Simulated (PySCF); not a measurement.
hafnium atom (Hf), triplet (core potentials on Hf); PBE0/def2-TZVP in PySCF.

PySCF was given this input:
```python
from pyscf import gto, scf, dft

mol = gto.M(
    atom='''
Hf    0.00000000    0.00000000    0.00000000
''',
    basis='def2-tzvp',
    ecp={'Hf': 'def2-tzvp'},
    spin=2,
    verbose=4,
)

mf = dft.UKS(mol)
mf.xc = 'pbe0'
mf.diis = False
mf.damp = 0.3
mf.diis_start_cycle = 200
mf.max_cycle = 150
mf.kernel()
mf.analyze()
```

Q: Predict the main parts of the log of this PySCF run.

A: 
```
PySCF version 2.14.0

[INPUT] verbose = 4
[INPUT] num. atoms = 1
[INPUT] num. electrons = 12
[INPUT] charge = 0
[INPUT] spin (= nelec alpha-beta = 2S) = 2
[INPUT] symmetry False subgroup None
[INPUT] Mole.unit = angstrom
[INPUT] Symbol           X                Y                Z      unit          X                Y                Z       unit  Magmom
[INPUT]  1 Hf     0.000000000000   0.000000000000   0.000000000000 AA    0.000000000000   0.000000000000   0.000000000000 Bohr   0.0

nuclear repulsion = 0
number of shells = 14
number of NR pGTOs = 62
number of NR cGTOs = 40
basis = def2-tzvp
ecp = {'Hf': 'def2-tzvp'}

******** <class 'pyscf.dft.uks.UKS'> ********
method = UKS
initial guess = minao
damping factor = 0.3
level_shift factor = 0
DIIS disabled
SCF conv_tol = 1e-09
SCF conv_tol_grad = None
SCF max_cycles = 150
direct_scf = True
direct_scf_tol = 1e-13
number electrons alpha = 7  beta = 5
XC library pyscf.dft.libxc version 7.1.2
    S. Lehtola, C. Steigemann, M. J. T. Oliveira, and M. A. L. Marques,  SoftwareX 7, 1–5 (2018)
XC functionals = pbe0
    C. Adamo and V. Barone,  J. Chem. Phys. 110, 6158 (1999)
    M. Ernzerhof and G. E. Scuseria,  J. Chem. Phys. 110, 5029 (1999)
radial grids:
    Treutler-Ahlrichs [JCP 102, 346 (1995); DOI:10.1063/1.469408] (M4) radial grids

becke partition: Becke, JCP 88, 2547 (1988); DOI:10.1063/1.454033
pruning grids: <function nwchem_prune>
grids dens level: 3
symmetrized grids: False
atomic radii adjust function: <function treutler_atomic_radii_adjust>
small_rho_cutoff = 0
Set gradient conv threshold to 3.16228e-05
tot grids = 23792
init E= -30.6923083440405

cycle= 1 E= -47.8110761234106  delta_E= -17.1  |g|= 0.252  |ddm|= 2.88
cycle= 2 E= -47.8414654519281  delta_E= -0.0304  |g|= 0.0527  |ddm|= 0.883
cycle= 3 E= -47.8423664547926  delta_E= -0.000901  |g|= 0.0151  |ddm|= 0.13
cycle= 4 E= -47.8424817694981  delta_E= -0.000115  |g|= 0.0052  |ddm|= 0.0652
cycle= 5 E= -47.8425058554953  delta_E= -2.41e-05  |g|= 0.00201  |ddm|= 0.0243
cycle= 6 E= -47.8425132329455  delta_E= -7.38e-06  |g|= 0.000955  |ddm|= 0.011
cycle= 7 E= -47.8425166619002  delta_E= -3.43e-06  |g|= 0.000605  |ddm|= 0.00524
cycle= 8 E= -47.8425188621161  delta_E= -2.2e-06  |g|= 0.000479  |ddm|= 0.00293
cycle= 9 E= -47.842520531844  delta_E= -1.67e-06  |g|= 0.00042  |ddm|= 0.00203
cycle= 10 E= -47.842521896932  delta_E= -1.37e-06  |g|= 0.000382  |ddm|= 0.00167
cycle= 11 E= -47.8425230526638  delta_E= -1.16e-06  |g|= 0.000354  |ddm|= 0.00149
cycle= 12 E= -47.8425240495909  delta_E= -9.97e-07  |g|= 0.00033  |ddm|= 0.00138
cycle= 13 E= -47.8425249190541  delta_E= -8.69e-07  |g|= 0.000309  |ddm|= 0.00129
cycle= 14 E= -47.8425256825407  delta_E= -7.63e-07  |g|= 0.000291  |ddm|= 0.00121
cycle= 15 E= -47.8425263558618  delta_E= -6.73e-07  |g|= 0.000274  |ddm|= 0.00114
cycle= 16 E= -47.8425269512914  delta_E= -5.95e-07  |g|= 0.000258  |ddm|= 0.00108
cycle= 17 E= -47.8425274787544  delta_E= -5.27e-07  |g|= 0.000243  |ddm|= 0.00101
cycle= 18 E= -47.8425279465232  delta_E= -4.68e-07  |g|= 0.000229  |ddm|= 0.000958
cycle= 19 E= -47.8425283616418  delta_E= -4.15e-07  |g|= 0.000216  |ddm|= 0.000904
cycle= 20 E= -47.8425287301978  delta_E= -3.69e-07  |g|= 0.000203  |ddm|= 0.000853
cycle= 21 E= -47.8425290575037  delta_E= -3.27e-07  |g|= 0.000192  |ddm|= 0.000805
cycle= 22 E= -47.8425293482263  delta_E= -2.91e-07  |g|= 0.000181  |ddm|= 0.000759
cycle= 23 E= -47.8425296064819  delta_E= -2.58e-07  |g|= 0.00017  |ddm|= 0.000716
cycle= 24 E= -47.8425298359108  delta_E= -2.29e-07  |g|= 0.000161  |ddm|= 0.000675
cycle= 25 E= -47.8425300397386  delta_E= -2.04e-07  |g|= 0.000151  |ddm|= 0.000637
cycle= 26 E= -47.842530220826  delta_E= -1.81e-07  |g|= 0.000143  |ddm|= 0.000601
cycle= 27 E= -47.8425303817115  delta_E= -1.61e-07  |g|= 0.000135  |ddm|= 0.000566
cycle= 28 E= -47.8425305246495  delta_E= -1.43e-07  |g|= 0.000127  |ddm|= 0.000534
cycle= 29 E= -47.8425306516424  delta_E= -1.27e-07  |g|= 0.00012  |ddm|= 0.000504
cycle= 30 E= -47.8425307644685  delta_E= -1.13e-07  |g|= 0.000113  |ddm|= 0.000475
cycle= 31 E= -47.8425308647078  delta_E= -1e-07  |g|= 0.000106  |ddm|= 0.000448
cycle= 32 E= -47.8425309537644  delta_E= -8.91e-08  |g|= 0.0001  |ddm|= 0.000422
cycle= 33 E= -47.8425310328852  delta_E= -7.91e-08  |g|= 9.44e-05  |ddm|= 0.000398
cycle= 34 E= -47.8425311031785  delta_E= -7.03e-08  |g|= 8.9e-05  |ddm|= 0.000375
cycle= 35 E= -47.8425311656291  delta_E= -6.25e-08  |g|= 8.39e-05  |ddm|= 0.000353
cycle= 36 E= -47.8425312211116  delta_E= -5.55e-08  |g|= 7.91e-05  |ddm|= 0.000333
cycle= 37 E= -47.8425312704035  delta_E= -4.93e-08  |g|= 7.46e-05  |ddm|= 0.000314
cycle= 38 E= -47.8425313141953  delta_E= -4.38e-08  |g|= 7.03e-05  |ddm|= 0.000296
cycle= 39 E= -47.8425313531007  delta_E= -3.89e-08  |g|= 6.62e-05  |ddm|= 0.000279
cycle= 40 E= -47.842531387665  delta_E= -3.46e-08  |g|= 6.24e-05  |ddm|= 0.000263
cycle= 41 E= -47.8425314183725  delta_E= -3.07e-08  |g|= 5.88e-05  |ddm|= 0.000248
cycle= 42 E= -47.8425314456535  delta_E= -2.73e-08  |g|= 5.55e-05  |ddm|= 0.000234
cycle= 43 E= -47.8425314698905  delta_E= -2.42e-08  |g|= 5.23e-05  |ddm|= 0.00022
cycle= 44 E= -47.8425314914233  delta_E= -2.15e-08  |g|= 4.93e-05  |ddm|= 0.000208
cycle= 45 E= -47.8425315105535  delta_E= -1.91e-08  |g|= 4.64e-05  |ddm|= 0.000196
cycle= 46 E= -47.8425315275491  delta_E= -1.7e-08  |g|= 4.38e-05  |ddm|= 0.000184
cycle= 47 E= -47.8425315426488  delta_E= -1.51e-08  |g|= 4.13e-05  |ddm|= 0.000174
cycle= 48 E= -47.8425315560641  delta_E= -1.34e-08  |g|= 3.89e-05  |ddm|= 0.000164
cycle= 49 E= -47.8425315679829  delta_E= -1.19e-08  |g|= 3.67e-05  |ddm|= 0.000154
cycle= 50 E= -47.8425315785722  delta_E= -1.06e-08  |g|= 3.46e-05  |ddm|= 0.000146
cycle= 51 E= -47.8425315879806  delta_E= -9.41e-09  |g|= 3.26e-05  |ddm|= 0.000137
cycle= 52 E= -47.8425315963399  delta_E= -8.36e-09  |g|= 3.07e-05  |ddm|= 0.000129
cycle= 53 E= -47.8425316037671  delta_E= -7.43e-09  |g|= 2.89e-05  |ddm|= 0.000122
cycle= 54 E= -47.8425316103664  delta_E= -6.6e-09  |g|= 2.73e-05  |ddm|= 0.000115
cycle= 55 E= -47.8425316162301  delta_E= -5.86e-09  |g|= 2.57e-05  |ddm|= 0.000108
cycle= 56 E= -47.8425316214406  delta_E= -5.21e-09  |g|= 2.42e-05  |ddm|= 0.000102
cycle= 57 E= -47.8425316260705  delta_E= -4.63e-09  |g|= 2.28e-05  |ddm|= 9.63e-05
cycle= 58 E= -47.8425316301848  delta_E= -4.11e-09  |g|= 2.15e-05  |ddm|= 9.08e-05
cycle= 59 E= -47.8425316338411  delta_E= -3.66e-09  |g|= 2.03e-05  |ddm|= 8.56e-05
cycle= 60 E= -47.8425316370904  delta_E= -3.25e-09  |g|= 1.91e-05  |ddm|= 8.07e-05
cycle= 61 E= -47.8425316399784  delta_E= -2.89e-09  |g|= 1.8e-05  |ddm|= 7.6e-05
cycle= 62 E= -47.8425316425452  delta_E= -2.57e-09  |g|= 1.7e-05  |ddm|= 7.17e-05
cycle= 63 E= -47.8425316448268  delta_E= -2.28e-09  |g|= 1.6e-05  |ddm|= 6.76e-05
cycle= 64 E= -47.8425316468549  delta_E= -2.03e-09  |g|= 1.51e-05  |ddm|= 6.37e-05
cycle= 65 E= -47.8425316486582  delta_E= -1.8e-09  |g|= 1.43e-05  |ddm|= 6.01e-05
cycle= 66 E= -47.8425316502612  delta_E= -1.6e-09  |g|= 1.34e-05  |ddm|= 5.66e-05
cycle= 67 E= -47.8425316516869  delta_E= -1.43e-09  |g|= 1.27e-05  |ddm|= 5.34e-05
cycle= 68 E= -47.8425316529545  delta_E= -1.27e-09  |g|= 1.19e-05  |ddm|= 5.04e-05
cycle= 69 E= -47.8425316540822  delta_E= -1.13e-09  |g|= 1.13e-05  |ddm|= 4.75e-05
cycle= 70 E= -47.8425316550852  delta_E= -1e-09  |g|= 1.06e-05  |ddm|= 4.48e-05
cycle= 71 E= -47.8425316559777  delta_E= -8.93e-10  |g|= 1e-05  |ddm|= 4.22e-05
Extra cycle  E= -47.8425316570982  delta_E= -1.12e-09  |g|= 9.21e-06  |ddm|= 5.69e-05
converged SCF energy = -47.8425316570982  <S^2> = 2.0035551  2S+1 = 3.0023691
**** SCF Summaries ****
Total Energy =                         -47.842531657098185
Nuclear Repulsion Energy =               0.000000000000000
One-electron Energy =                  -78.963175550768796
Two-electron Energy =                   31.120643893670611
Two-electron Coulomb Energy =           36.921501087946311
DFT Exchange-Correlation Energy =       -5.800857194275698
**** MO energy ****
                             alpha | beta                alpha | beta
MO #1   energy= -2.50072142792485  | -2.46880645482203  occ= 1 | 1
MO #2   energy= -1.33646040537428  | -1.29029056392206  occ= 1 | 1
MO #3   energy= -1.33645952814302  | -1.29027309656439  occ= 1 | 1
MO #4   energy= -1.33645793460779  | -1.29023699422717  occ= 1 | 1
MO #5   energy= -0.21378873089999  | -0.184474859542135 occ= 1 | 1
MO #6   energy= -0.163243861040436 | -0.0334270692434629 occ= 1 | 0
MO #7   energy= -0.163243574580072 | -0.0334178206730174 occ= 1 | 0
MO #8   energy= -0.054089842775257 | -0.0333986714224671 occ= 0 | 0
MO #9   energy= -0.0540849068785559 | -0.0163868460270991 occ= 0 | 0
MO #10  energy= -0.0540750590790669 | -0.0163868084210461 occ= 0 | 0
MO #11  energy= -0.0230707253535585 | -0.00449168452415344 occ= 0 | 0
MO #12  energy= -0.023062542482398 | -0.0044768468510049 occ= 0 | 0
MO #13  energy= -0.0230584899444488 | -0.00444630093009016 occ= 0 | 0
MO #14  energy= 0.0828598570313051 | 0.0963208935015278 occ= 0 | 0
MO #15  energy= 0.168392344693893  | 0.193856992287408  occ= 0 | 0

spin_pop of  0 Hf 5s        0.00055
spin_pop of  0 Hf 6s        0.00102
spin_pop of  0 Hf 7s        0.00033
spin_pop of  0 Hf 8s       -0.00034
spin_pop of  0 Hf 9s       -0.00228
spin_pop of  0 Hf 10s        0.00072
spin_pop of  0 Hf 5px      -0.00000
spin_pop of  0 Hf 5py      -0.00000
spin_pop of  0 Hf 5pz      -0.00000
spin_pop of  0 Hf 6px      -0.00449
spin_pop of  0 Hf 6py      -0.00449
spin_pop of  0 Hf 6pz      -0.00449
spin_pop of  0 Hf 7px       0.00396
spin_pop of  0 Hf 7py       0.00397
spin_pop of  0 Hf 7pz       0.00396
spin_pop of  0 Hf 8px       0.00046
spin_pop of  0 Hf 8py       0.00046
spin_pop of  0 Hf 8pz       0.00046
spin_pop of  0 Hf 5dxy      0.37735
spin_pop of  0 Hf 5dyz      0.00010
spin_pop of  0 Hf 5dz^2     0.00374
spin_pop of  0 Hf 5dxz      0.31535
spin_pop of  0 Hf 5dx2-y2    0.00008
spin_pop of  0 Hf 6dxy      0.00325
spin_pop of  0 Hf 6dyz      0.00000
spin_pop of  0 Hf 6dz^2     0.00003
spin_pop of  0 Hf 6dxz      0.59214
spin_pop of  0 Hf 6dx2-y2    0.00016
spin_pop of  0 Hf 7dxy      0.61900
spin_pop of  0 Hf 7dyz      0.00017
spin_pop of  0 Hf 7dz^2     0.00614
spin_pop of  0 Hf 7dxz      0.08245
spin_pop of  0 Hf 7dx2-y2    0.00002
spin_pop of  0 Hf 5f-3      0.00000
spin_pop of  0 Hf 5f-2      0.00003
spin_pop of  0 Hf 5f-1      0.00007
spin_pop of  0 Hf 5f+0      0.00003
spin_pop of  0 Hf 5f+1      0.00000
spin_pop of  0 Hf 5f+2      0.00004
spin_pop of  0 Hf 5f+3      0.00004
In total             7.00000 | 5.00000
Dipole moment(X, Y, Z, Debye):  0.00000, -0.00000, -0.00000
```
